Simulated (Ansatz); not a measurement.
Geometry optimisation, RKS PBE-D4/def2-SVP in Ansatz 0.2.0.

Input:

```yaml
crystal:
  periodic: [false, false, false]
  atoms:
    - { symbol: B, position_ang: [0.593, -2.1465, -1.3302] }
    - { symbol: C, position_ang: [0.6511, -1.1596, -0.1032] }
    - { symbol: O, position_ang: [1.6864, -0.6222, 0.15] }
    - { symbol: S, position_ang: [-0.7002, -0.8599, 0.9364] }
    - { symbol: S, position_ang: [-1.4115, 0.8014, -0.2285] }
    - { symbol: C, position_ang: [-0.5809, 2.024, 0.8705] }
    - { symbol: H, position_ang: [-0.4574, -2.6184, -1.599] }
    - { symbol: H, position_ang: [1.5255, -2.2778, -2.0347] }
    - { symbol: H, position_ang: [-0.9694, 1.9386, 1.9485] }
    - { symbol: H, position_ang: [-0.7752, 3.0346, 0.5199] }
    - { symbol: H, position_ang: [2.25031, 0.13633, 0.44449] }
basis:
  gaussian: { orbitals: def2-SVP }
hamiltonian:
  xc: pbe
  dispersion: d4
relax:
  f_tol: 0.02
  max_steps: 50
output:
  orbitals: {}
```

Command:

```bash
$ ansatz run input.yaml --threads 2 --pin off --max-ram 3072MiB --backend cpu --events-out ev --progress --plain --runs-dir out
```

Where does it end, and by what steps?

It converged. The force dipped under the threshold on the way, but the program's further checks kept it going. After 31 steps the energy has fallen by 3.250 eV; S4 moved furthest, 1.33 Å. The start is strongly strained (largest force component 10 eV/Å), so its close contacts needn't be bonds. Parted: S4–S5 (2.15 → 3.24 Å).

| step | energy less start (eV) | largest force component (eV/Å) | accepted |
| --- | --- | --- | --- |
| 0 | 0.0000 | 9.959 | yes |
| 2 | -1.7354 | 1.760 | yes |
| 4 | -2.6721 | 1.372 | yes |
| 6 | -2.8131 | 0.973 | yes |
| 8 | -2.9447 | 0.463 | yes |
| 10 | -3.0073 | 0.417 | yes |
| 12 | -3.0666 | 0.741 | no |
| 14 | -3.1506 | 0.373 | yes |
| 16 | -3.2138 | 0.459 | yes |
| 18 | -3.2354 | 0.300 | yes |
| 20 | -3.2089 | 0.514 | no |
| 22 | -3.2492 | 0.065 | yes |
| 24 | -3.2498 | 0.010 | yes |
| 26 | -3.2498 | 0.020 | yes |
| 28 | -3.2499 | 0.024 | yes |
| 30 | -3.2500 | 0.020 | yes |
| 31 | -3.2500 | 0.019 | yes |

```xyz
11
Properties=species:S:1:pos:R:3
B 0.552 -1.977 -1.375
C 0.921 -1.073 -0.195
O 1.626 0.004 0.060
S -0.022 -2.002 0.821
S -1.797 0.694 0.570
C -0.852 2.001 0.758
H -0.392 -1.673 -2.078
H 1.271 -2.918 -1.651
H -0.705 2.497 1.742
H -0.304 2.463 -0.091
H 1.515 0.235 1.013
```

Whether the end is a true minimum wasn't checked by a vibrational analysis.

The run took 29 s on 2 threads of AMD EPYC 9R45 (Zen 5), with other jobs on the host, peak memory 0.18 GiB.
